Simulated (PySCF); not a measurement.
C5H3N3. Atoms are numbered in the order given.

```xyz
11

N      0.0000     0.0000     3.1492
C      0.0000     0.0000     1.9906
C      0.0000     0.0000     0.5391
N      0.0000    -1.1960    -0.0571
C      0.0000    -1.1885    -1.3903
C      0.0000     0.0000    -2.1245
C      0.0000     1.1885    -1.3903
N      0.0000     1.1960    -0.0571
H      0.0000    -2.1639    -1.8889
H      0.0000     0.0000    -3.2156
H      0.0000     2.1639    -1.8889
```

The structure is a stationary point at B3LYP-D3(BJ)/def2-SVP.

The numbers are results of PBE0/pcSseg-1 (PySCF), not measurements.

GIAO shieldings, no solvent; atoms alike by connectivity are averaged. δ = σ(ref) − σ: ¹⁵N against NH3 (σ = 267.4 ppm); ¹³C against TMS (σ = 186.3 ppm); ¹H against TMS (σ = 31.56 ppm), references at their B3LYP-D3(BJ)/def2-TZVP geometries, non-relativistic.

Computed chemical shifts:
```csv
nucleus,atoms,count,δ (ppm)
¹⁵N,"N4, N8",2,351.2
¹⁵N,N1,1,315.2
¹³C,"C5, C7",2,166.4
¹³C,C3,1,154.0
¹³C,C6,1,130.5
¹³C,C2,1,123.4
¹H,"H9, H11",2,9.26
¹H,H10,1,7.56
```
